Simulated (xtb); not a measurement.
A run for xtb: GFN2-xTB on AlH3 (SMILES [AlH3]).

```
$ xtb mol.xyz --gfn 2 --sp --chrg 0 --uhf 0
4

Al     0.28219905     0.62545735     0.56096258
H     -0.54047815    -0.29260812    -0.44148129
H     -0.24747156     2.09128831     0.86980076
H      1.81159463     0.28935591     0.83026113
```

The head of its log:

```
[...]
           -------------------------------------------------
          |                Calculation Setup                |
           -------------------------------------------------



           -------------------------------------------------
          |                 G F N 2 - x T B                 |
           -------------------------------------------------

        Reference                      10.1021/acs.jctc.8b01176
      * Hamiltonian:
        H0-scaling (s, p, d)           1.850000    2.230000    2.230000
        zeta-weighting                 0.500000
      * Dispersion:
        s8                             2.700000
        a1                             0.520000
        a2                             5.000000
        s9                             5.000000
      * Repulsion:
        kExp                           1.500000    1.000000
        rExp                           1.000000
      * Coulomb:
        alpha                          2.000000
        third order                    shell-resolved
        anisotropic                    true
        a3                             3.000000
        a5                             4.000000
        cn-shift                       1.200000
        cn-exp                         4.000000
        max-rad                        5.000000


          ...................................................
          :                      SETUP                      :
          :.................................................:
          :  # basis functions                  13          :
          :  # atomic orbitals                  12          :
          :  # shells                            6          :
          :  # electrons                         6          :
          :  max. iterations                   250          :
          :  Hamiltonian                  GFN2-xTB          :
          :  restarted?                      false          :
          :  GBSA solvation                  false          :
          :  PC potential                    false          :
          :  electronic temp.          300.0000000     K    :
          :  accuracy                    1.0000000          :
          :  -> integral cutoff          0.2500000E+02      :
          :  -> integral neglect         0.1000000E-07      :
          :  -> SCF convergence          0.1000000E-05 Eh   :
          :  -> wf. convergence          0.1000000E-03 e    :
          :  Broyden damping             0.4000000          :
          :  net charge                          0          :
          :  unpaired electrons                  0          :
          ...................................................

 iter      E             dE          RMSdq      gap      omega  full diag
   1     -2.5196144 -0.251961E+01  0.263E+01    5.49       0.0  T
   2     -2.5884756 -0.688612E-01  0.183E+01    4.25       1.0  T
```

Question: Predict the final total energy.

Answer: -2.5842 hartree.
